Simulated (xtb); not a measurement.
CHOS (SMILES [OH+]=C=S), charge +1, singlet, geometry from GFN2-xTB; GFN1-xTB in xtb.

xtb was given this input:
```
$ xtb mol.xyz --gfn 1 --chrg 1 --acc 0.0001 --json

# file mol.xyz
4

O     -1.55944818    -0.23917576     0.38088567
C     -0.38452733    -0.02032705     0.12187927
S      1.05737168     0.10896489    -0.29674929
H     -2.13519739     0.29193014     0.96962766
```

Output, abridged:

```
   ID    Z sym.   atoms
    1    8 O      1
    2    6 C      2
    3   16 S      3
    4    1 H      4

           -------------------------------------------------
          |                Calculation Setup                |
           -------------------------------------------------

           -------------------------------------------------
          |                 G F N 1 - x T B                 |
           -------------------------------------------------

          ...................................................
          :                      SETUP                      :
          :.................................................:
          :  # basis functions                  20          :
          :  # atomic orbitals                  19          :
          :  # shells                            9          :
          :  # electrons                        16          :
          :  # halogen bonds                     0          :
          :  max. iterations                   250          :
          :  Hamiltonian                  GFN1-xTB          :
          :  restarted?                      false          :
          :  GBSA solvation                  false          :
          :  PC potential                    false          :
          :  electronic temp.          300.0000000     K    :
          :  accuracy                    0.0001000          :
          :  -> integral cutoff          0.6500000E+02      :
          :  -> integral neglect         0.1000000E-11      :
          :  -> SCF convergence          0.1000000E-09 Eh   :
          :  -> wf. convergence          0.2000000E-08 e    :
          :  Broyden damping             0.4000000          :
          :  net charge                          1          :
          :  unpaired electrons                  0          :
          ...................................................

 iter      E             dE          RMSdq      gap      omega  full diag
   1    -10.1837709 -0.101838E+02  0.887E+00    6.37       0.0  T
   2     -9.1858567  0.997914E+00  0.155E+01    4.78       1.0  T
   3    -10.5818834 -0.139603E+01  0.335E+00    4.61       1.0  T
   4    -10.5148415  0.670420E-01  0.342E+00    4.45       1.0  T
   5    -10.5793885 -0.645471E-01  0.723E-01    4.58       1.0  T
   6    -10.5824779 -0.308938E-02  0.117E-01    4.66       1.0  T
   7    -10.5825578 -0.798647E-04  0.293E-02    4.65       1.7  T
   8    -10.5825622 -0.448297E-05  0.268E-03    4.65      18.6  T
   9    -10.5825623 -0.260772E-07  0.485E-04    4.65     103.1  T
  10    -10.5825623 -0.850354E-09  0.249E-05    4.65    2011.4  T
  11    -10.5825623 -0.210143E-11  0.161E-05    4.65    3107.9  T
  12    -10.5825623 -0.139977E-11  0.507E-08    4.65  100000.0  T
  13    -10.5825623 -0.177636E-14  0.487E-09    4.65  100000.0  T
  14    -10.5825623  0.000000E+00  0.361E-10    4.65  100000.0  T

   *** convergence criteria satisfied after 14 iterations ***

         :::::::::::::::::::::::::::::::::::::::::::::::::::::
         ::                     SUMMARY                     ::
         :::::::::::::::::::::::::::::::::::::::::::::::::::::
         :: total energy             -10.471880755465 Eh    ::
         :: gradient norm              0.025088676427 Eh/a0 ::
         :: HOMO-LUMO gap              4.646670575433 eV    ::
         ::.................................................::
         :: SCC energy               -10.582562265564 Eh    ::
         :: -> electrostatic           0.184697585101 Eh    ::
         :: repulsion energy           0.111485000233 Eh    ::
         :: dispersion energy         -0.000803490135 Eh    ::
         :: halogen bond corr.         0.000000000000 Eh    ::
         :: add. restraining           0.000000000000 Eh    ::
         :: total charge               1.000000000000 e     ::
         :::::::::::::::::::::::::::::::::::::::::::::::::::::

           -------------------------------------------------
          |                Property Printout                |
           -------------------------------------------------

    * Orbital Energies and Occupations

         #    Occupation            Energy/Eh            Energy/eV
      -------------------------------------------------------------
         1        2.0000           -1.2251081             -33.3369
         2        2.0000           -1.1640414             -31.6752
         3        2.0000           -1.0265659             -27.9343
         4        2.0000           -0.9626977             -26.1963
         5        2.0000           -0.9489127             -25.8212
         6        2.0000           -0.8927085             -24.2918
         7        2.0000           -0.7974199             -21.6989
         8        2.0000           -0.7880780             -21.4447 (HOMO)
         9                         -0.6173160             -16.7980 (LUMO)
        10                         -0.6004517             -16.3391
        11                         -0.4827126             -13.1353
        12                         -0.4164904             -11.3333
        13                         -0.3894595             -10.5977
        14                         -0.3894581             -10.5977
        15                         -0.3145213              -8.5586
        16                         -0.3059313              -8.3248
        17                         -0.0437485              -1.1905
        18                          0.1025086               2.7894
        19                          0.8579985              23.3473
      -------------------------------------------------------------
                  HL-Gap            0.1707620 Eh            4.6467 eV
             Fermi-level           -0.7026970 Eh          -19.1214 eV

  Mulliken/CM5 charges         n(s)   n(p)   n(d)
     1O    -0.30170 -0.49794   1.646  4.656  0.000
     2C     0.57766  0.63159   1.003  2.420  0.000
     3S     0.20949  0.18695   1.902  3.886  0.003
     4H     0.51455  0.67940   0.485  0.000  0.000

Wiberg/Mayer (AO) data.
largest (>0.10) Wiberg bond orders for each atom

 ---------------------------------------------------------------------------
     #   Z sym  total        # sym  WBO       # sym  WBO       # sym  WBO
 ---------------------------------------------------------------------------
     1   8 O    2.427 --     2 C    1.476     4 H    0.690     3 S    0.261
     2   6 C    3.861 --     3 S    2.377     1 O    1.476
     3  16 S    2.675 --     2 C    2.377     1 O    0.261
     4   1 H    0.737 --     1 O    0.690
 ---------------------------------------------------------------------------

Topologies differ in total number of bonds
Writing topology from bond orders to xtbtopo.mol

 dipole moment from electron density (au)
     X       Y       Z
  -1.1211   0.5756   0.8146  total (Debye):    3.814

           -------------------------------------------------
          | TOTAL ENERGY              -10.471880755465 Eh   |
          | GRADIENT NORM               0.025088676427 Eh/α |
          | HOMO-LUMO GAP               4.646670575433 eV   |
           -------------------------------------------------

normal termination of xtb
```
